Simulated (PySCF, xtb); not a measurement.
Al(H)2(SeH) (AlH3Se), SMILES [SeH][AlH2].

Harmonic wavenumbers (cm⁻¹) from GFN2-xTB (xtb 6.7.1) at its own minimum, in rising order: 76, 327, 369, 402, 595, 763, 1813, 1819, 2002.

Q: What does PySCF with r2SCAN-D4/def2-TZVP give at its own minimum? (The exact figures need the calculation; the answer reports its results.)

A: 352, 387, 404, 569, 622, 765, 1940, 1960, 2428. Paired by order, the mean absolute difference is 140 cm⁻¹ and the zero-point energies are 11.7 and 13.5 kcal/mol.
